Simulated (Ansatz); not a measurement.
Species: C$_{2}$H$_{4}$OSi, SMILES `C=[SiH]C=O` (C–Si–C–O torsion 0°) (charge 0, multiplicity 1), formula C₂H₄OSi.

Q: How many basis functions does Ansatz (a program for electronic structure) with frozen-core CCSD(T)/def2-TZVPP // PBE0-D3(BJ)/def2-TZVP use, how many core orbitals are frozen, and how many electrons are correlated?

A: 191 basis functions and 8 frozen orbitals, which leaves 22 correlated electrons. Core time is of the order of minutes.
